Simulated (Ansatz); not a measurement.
GaCl2(OH) (GaCl2OH). Charge 0, multiplicity 1. Geometry PBE0-D4/def2-SVP.

```xyz
5

Ga    0.152    0.245   -0.274
Cl    1.436    0.339   -1.957
Cl   -0.828    2.002    0.429
O    -0.082   -1.311    0.523
H    -0.678   -1.274    1.279
```

**Question.** Estimate the orbital energies around the gap (eV) in Ansatz with PBE-D4/def2-TZVPD, r2SCAN-D4/def2-TZVPD, PBE0-D4/def2-TZVP, CAM-B3LYP-D4/def2-TZVP, ωB97X-V/def2-TZVP.

**Answer.** 
```
orbital  PBE-D4/def2-TZVPD  r2SCAN-D4/def2-TZVPD  PBE0-D4/def2-TZVP  CAM-B3LYP-D4/def2-TZVP  ωB97X-V/def2-TZVP
 HOMO−9             -19.95                -20.77             -22.59                  -24.21             -25.41
 HOMO−8             -13.01                -13.38             -14.65                  -16.22             -17.30
 HOMO−7             -11.15                -11.53             -12.65                  -14.13             -15.22
 HOMO−6              -9.74                -10.11             -11.12                  -12.52             -13.59
 HOMO−5              -8.94                 -9.30             -10.41                  -11.82             -12.89
 HOMO−4              -8.82                 -9.18             -10.29                  -11.80             -12.87
 HOMO−3              -8.20                 -8.56              -9.58                  -11.00             -12.05
 HOMO−2              -8.15                 -8.49              -9.55                  -10.96             -12.01
 HOMO−1              -8.01                 -8.36              -9.53                  -10.95             -12.01
   HOMO              -8.00                 -8.36              -9.39                  -10.77             -11.83
   LUMO              -2.73                 -2.38              -1.61                   -0.66               0.51
 LUMO+1              -1.82                 -1.52              -0.93                   -0.03               1.04
 LUMO+2              -0.47                  0.15               1.02                    1.84               2.99
 LUMO+3               0.21                  0.80               2.14                    2.98               4.05
 LUMO+4               0.31                  0.96               2.85                    3.70               4.81
 LUMO+5               0.89                  1.49               3.58                    4.47               5.57
```
